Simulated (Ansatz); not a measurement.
Ansatz results at the PBE0-D4/def2-TZVP geometry: ideal-gas entropy at 298 K and 1 bar (rigid rotor, harmonic PBE0-D4/def2-TZVP) 361 J/(mol·K); HOMO–LUMO gap (ωB97M-V/def2-TZVPP) 13.49 eV; zero-point energy (PBE0-D4/def2-TZVP) 178.4 kJ/mol.

Q: Which molecule gave them?
A. `C[SiH2]C(F)(F)F`
B. `C[SiH](Cl)Cl`
C. `C[Si](C)(O)O`
D. `CC[Si](F)(F)F`

A: A. The others give `CC[Si](F)(F)F`: 357, 14.05, 197.8; `C[Si](C)(O)O`: 366, 12.33, 267.7; `C[SiH](Cl)Cl`: 329, 13.47, 128.9.
